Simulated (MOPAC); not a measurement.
Input file for MOPAC: PM7 on SnO, a point of a bond scan (R = 2.015 Å).

```
PM7 1SCF PRECISE CHARGE=0 THREADS=1
OSn

Sn    -0.00000000 1    -0.00000000 1    -0.25265494 1
O      0.00000000 1     0.00000000 1     1.76226817 1
```

It printed:

```
*******************************************************************************
 **                                                                           **
 **                              MOPAC v23.2.5                                **
 **                                                                           **
 *******************************************************************************
 ** MOPAC's Digital Object Identifier: https://doi.org/10.5281/zenodo.6511958 **
 **                                                                           **
 ** Please cite the open-source release paper for use of this MOPAC version:  **
 ** J. E. Moussa and J. J. P. Stewart (2026)                                  **
 ** MOPAC: An open-source semiempirical molecular orbital program             **
 ** J. Open Source Softw., 11(119), 8025, https://doi.org/10.21105/joss.08025 **
 *******************************************************************************

                              PM7 CALCULATION RESULTS

 *******************************************************************************
 *  PM7        - The PM7 Hamiltonian to be used
 *
 *
 *
 *                 CHARGE ON SYSTEM = 0
 *
 *
 *
 *  PRECISE    - TIGHTER CRITERIA TO BE USED
 *  1SCF       - DO 1 SCF AND THEN STOP
 *  THREADS=1  - MULTI-THREADING NOT USED
 *  T=         - A TIME OF 172800.0 SECONDS REQUESTED
 *  DUMP=N     - RESTART FILE WRITTEN EVERY 7200.0 SECONDS REQUESTED
 *******************************************************************************
PM7 1SCF PRECISE CHARGE=0 THREADS=1
 OSn

   ATOM   CHEMICAL          X               Y               Z
  NUMBER   SYMBOL      (ANGSTROMS)     (ANGSTROMS)     (ANGSTROMS)

     1      Sn         -0.00000000  *  -0.00000000  *  -0.25265494  *
     2       O          0.00000000  *   0.00000000  *   1.76226817  *



          CARTESIAN COORDINATES

    NO.       ATOM           X           Y           Z

     1        Sn         -0.0000     -0.0000     -0.2527
     2         O          0.0000      0.0000      1.7623

 General Reference for PM7:
 "Optimization of Parameters for Semiempirical Methods VI: More Modifications to the
 NDDO Approximations and Re-optimization of Parameters", J. J. P. Stewart, J. Mol. Mod., 1:32, 19 (2013)
 https://link.springer.com/article/10.1007/s00894-012-1667-x

           Empirical Formula: O Sn  =     2 atoms



      MOLECULAR POINT GROUP   :   C*v


      RHF CALCULATION, NO. OF DOUBLY OCCUPIED LEVELS = 5


 -------------------------------------------------------------------------------
 PM7 1SCF PRECISE CHARGE=0 THREADS=1
 OSn



     1SCF WAS SPECIFIED, SO BFGS WAS NOT USED
     SCF FIELD WAS ACHIEVED


                              PM7 CALCULATION
                                                       MOPAC v23.2.5 Linux




          FINAL HEAT OF FORMATION =         49.23405 KCAL/MOL =     205.99527 KJ/MOL


          COSMO AREA              =         89.68 SQUARE ANGSTROMS
          COSMO VOLUME            =         77.19 CUBIC ANGSTROMS

          IONIZATION POTENTIAL    =          9.099145 EV
          HOMO LUMO ENERGIES (EV) =         -9.099  0.458
          NO. OF FILLED LEVELS    =          5
          MOLECULAR WEIGHT        =        134.6894         POINT GROUP:  C*v

          MOLECULAR DIMENSIONS (Angstroms)

            Atom       Atom       Distance
            O     2   Sn     1     2.01492
            O     2   Sn     1     0.00000
           Sn     1    O     2     0.00000


          SCF CALCULATIONS        =          1





   ATOM   CHEMICAL          X               Y               Z
  NUMBER   SYMBOL      (ANGSTROMS)     (ANGSTROMS)     (ANGSTROMS)

     1      Sn         -0.00000000  *  -0.00000000  *  -0.25265494  *
     2       O          0.00000000  *   0.00000000  *   1.76226817  *

                             CARTESIAN COORDINATES

   1   Sn       -0.000000000    -0.000000000    -0.252654940
   2    O        0.000000000     0.000000000     1.762268170


           Empirical Formula: O Sn  =     2 atoms



      MOLECULAR POINT GROUP   :   C*v


                  EIGENVALUES
 -22.44591 -11.68803 -10.79241  -9.09914  -9.09914   0.45754   0.45754   2.71355


              NET ATOMIC CHARGES AND DIPOLE CONTRIBUTIONS

  ATOM NO.   TYPE          CHARGE      No. of ELECS.   s-Pop       p-Pop
    1         Sn           0.882418        3.1176     1.76493     1.35265
    2          O          -0.882418        6.8824     1.93734     4.94508
 DIPOLE           X         Y         Z       TOTAL
 POINT-CHG.     0.000     0.000    -8.540     8.540
 HYBRID        -0.000    -0.000     3.785     3.785
 SUM           -0.000    -0.000    -4.755     4.755


          ATOMIC ORBITAL ELECTRON POPULATIONS

     Atom    s        px        py        pz
    1 Sn   1.76493   0.18257   0.18257   0.98751
    2  O   1.93734   1.81743   1.81743   1.31021

 **********************
 *                    *
 * JOB ENDED NORMALLY *
 *                    *
 **********************




 == MOPAC DONE ==
```

The run finished.

Cost: about 0.04 core-seconds (a rough figure).
